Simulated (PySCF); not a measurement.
Computed shifts of a molecule C₂H₇FSi₃, PBE/pcSseg-1 (PySCF), GIAO, gas phase, equivalent atoms averaged, in ppm (number of nuclei): ¹⁹F: -241.2 (1). ²⁹Si: -33.6 (1), -100.2 (1), -106.9 (1). ¹³C: 120.6 (1), 116.9 (1). ¹H: 5.55 (2), 4.69 (2), 3.99 (3). References: ¹⁹F against CFCl3 (σ = 133.6 ppm); ²⁹Si against TMS (σ = 335.4 ppm); ¹³C against TMS (σ = 182.0 ppm); ¹H against TMS (σ = 31.49 ppm), references at their B3LYP-D3(BJ)/def2-TZVP geometries, non-relativistic. Geometry optimised at r2SCAN-D4/def2-SVP. The values are those of a single conformer.

**Question.** Identify the compound among the candidates.
(A) F[Si@H]1C=C([SiH3])[SiH2]1
(B) F[SiH2]C#C[SiH2][SiH3]
(C) F[Si@]1([SiH3])C=C[SiH2]1
(D) C#C[SiH2][Si@@H](F)[SiH3]

**Answer.** B, F[SiH2]C#C[SiH2][SiH3]
